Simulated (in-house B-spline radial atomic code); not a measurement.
Settings and results of a run for the rubidium ion Rb⁶⁺ (an excited or competing configuration). Method: Dirac-Hartree-Fock, average of configuration, Fermi nucleus of rms radius 4.2036 fm. Calculated with a radial B-spline atomic code at the basis-set limit.

Command:
```bash
python run_scf.py task.json out
```
Settings (nuclear radius in fm, mass in u):
```
Z                37
configuration    [Ar] 3d9 4s2 4p1 7s1
hamiltonian      dirac
method           hf
spin_polarised   False
nucleus          fermi
rms_radius       4.2036
atomic_mass      84.91179
speed_of_light   137.035999084
```

Output (hartree, bohr):
```
 radial grid: 72 intervals, B-splines of order 8, outer radius 36.5672 bohr

 iter        energy (Eh)    residual
    1       -2951.932993    6.68e-01
    2       -2960.735784    4.66e-01
    3       -2962.794410    1.35e-01
    4       -2962.968132    3.76e-02
    5       -2962.979997    1.61e-02
    6       -2962.982991    3.14e-04
    7       -2962.982993    1.18e-04
    8       -2962.982993    5.55e-06
    9       -2962.982993    9.51e-08

 total energy                     -2962.98299
 kinetic                            3049.0039
 electron-nucleus                  -7023.6057
 electron-electron                  1011.6188

 first-order corrections (not in the total)
   Gaunt                             1.7299
   retardation                      -0.1666
   frequency dependence             -0.0084
   self-energy                       1.1644
   Uehling                          -0.1221
   Wichmann-Kroll                    0.0015
   recoil                            0.0139

 orbital      occ     eigenvalue          <r>       <r^2>       <1/r>       r_max    small
 1s1/2      2.000      -566.8802    0.0402775  0.00218596      37.881     0.02629  1.81e-02
 2s1/2      2.000       -82.2196     0.176944   0.0369786      8.5361      0.1493  3.64e-03
 2p1/2      2.000       -74.7324     0.152224   0.0284371     8.46922      0.1174  3.61e-03
 2p3/2      4.000       -72.4791     0.156245   0.0298329     8.16198      0.1207  3.51e-03
 3s1/2      2.000       -16.9530     0.501274    0.287799     2.87018      0.4472  9.27e-04
 3p1/2      2.000       -14.1747     0.502589    0.294134     2.75105      0.4379  8.69e-04
 3p3/2      4.000       -13.8116     0.511862    0.304865     2.68104      0.4461  8.47e-04
 3d3/2      3.600        -9.1066     0.501441     0.30313     2.46955      0.3871  7.37e-04
 3d5/2      5.400        -9.0442     0.504678    0.306901     2.45118      0.3896  7.31e-04
 4s1/2      2.000        -4.8453      1.26209     1.78412     1.06218       1.158  2.11e-04
 4p1/2      0.333        -4.1819      1.34856     2.04568    0.984966       1.233  1.89e-04
 4p3/2      0.667        -4.1257      1.36578     2.09744    0.969335        1.25  1.86e-04
 7s1/2      1.000        -0.8241      6.40646     45.6762    0.215024       6.869  2.66e-05
```

Run time, properties included: 1.1 s on 1 thread of Arm Neoverse V2, on a shared host.

For the Dirac Hamiltonian the kinetic term is c α·p + (β - 1)c².
